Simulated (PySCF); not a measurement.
C₄H₆O₃S.
Geometry (PBE0-D3(BJ)/def2-SVP, Å), atoms numbered from 1 in this order:
```xyz
14
C4H6O3S angstrom
O      2.351   -1.252   -0.302
S      1.597   -0.022   -0.119
O      1.607    1.030   -1.108
O      2.093    0.633    1.289
C     -0.095   -0.430    0.290
C     -0.941   -0.802   -0.900
C     -1.765    0.243   -0.740
C     -1.032    0.799    0.457
H      2.722    0.008    1.681
H     -0.042   -1.143    1.127
H     -0.872   -1.633   -1.604
H     -2.653    0.587   -1.278
H     -1.582    0.815    1.411
H     -0.538    1.770    0.303
```

Computed with PySCF at CAM-B3LYP/def2-SVPD, non-relativistic, on one gas-phase PBE0-D3(BJ)/def2-SVP geometry that isn't relaxed in the solvent. The solvent is an IEF-PCM continuum (cavity from Bondi-type radii × 1.2), and excitations are vertical TDDFT with non-equilibrium linear response and a frozen core. The model holds no explicit solvent molecules, cavitation or dispersion.

```
run  E − E(gas) (kJ/mol)  HOMO (eV)  HOMO–LUMO gap (eV)  dipole (D)  lowest singlet (eV)  static polarisability (au)
gas                 0.00      -9.36                9.88        4.11                 6.97                        73.8
  P               -47.51      -9.09                9.91        5.39                 6.90                       100.0
  Q               -46.30      -9.09                9.91        5.35                 6.90                        99.2
```

**Question.** The runs were made in acetonitrile and water. Which run belongs to which solvent?

**Answer.** P = water, Q = acetonitrile. The dielectric constants are 35.69 (acetonitrile), 78.36 (water), and the energy falls further as ε rises. The optical constants n² used for the excitations are 1.81, 1.78 in the same order. In this model the ground state sees the solvent through ε alone.

**Question.** How constant is the ratio of the lowering to (ε − 1)/(2ε + 1)?

**Answer.** 
| solvent | (ε − 1)/(2ε + 1) | E − E(gas) (kJ/mol) | ratio (kJ/mol) | polarisation term (kJ/mol) |
| --- | --- | --- | --- | --- |
| acetonitrile | 0.479 | -46.30 | -96.6 | -54.46 |
| water | 0.490 | -47.51 | -96.9 | -56.17 |

The ratio changes by +0.3 % in size from acetonitrile to water. The polarisation term is half the interaction of the solute with the induced surface charges.
